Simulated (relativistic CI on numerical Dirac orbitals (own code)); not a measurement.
**Spin-allowed bands of a d7 ion in an octahedral site, by hand**

Problem. Take Δ = 13250 cm⁻¹ and B = 620 cm⁻¹ for a high-spin d7 ion in an octahedral site. Calculate the three spin-allowed bands.

Working.
1. The terms of highest spin are 4F (energy 0) and 4P (15B = 9300 cm⁻¹). Here the F term splits into A2 at +1.2Δ = 15900, T2 at +0.2Δ = 2650 and T1 at −0.6Δ = -7950 cm⁻¹.
2. The two T1 states mix through the element 0.4Δ: H = [[-7950, 5300], [5300, 9300]], with roots ½(H₁₁ + H₂₂) ∓ ½√[(H₂₂ − H₁₁)² + 4H₁₂²] = ½(1350) ∓ ½(20247) = -9448 and 10798 cm⁻¹.
3. The ground term is 4T1 at -9448 cm⁻¹.
4. Bands: 4T2 12098 cm⁻¹ (827 nm), 4T1(P) 20247 cm⁻¹ (494 nm), 4A2 25348 cm⁻¹ (395 nm).

Check. Exact diagonalisation of the whole d7 shell with these parameters gives 4T2 12098, 4T1 20247, 4A2 25348 cm⁻¹. The match is exact, since without spin-orbit coupling no other term has this spin. The ratio of the second band to the first, 1.674, depends on Δ/B = 21.4 alone, which is how a Tanabe-Sugano diagram is read.
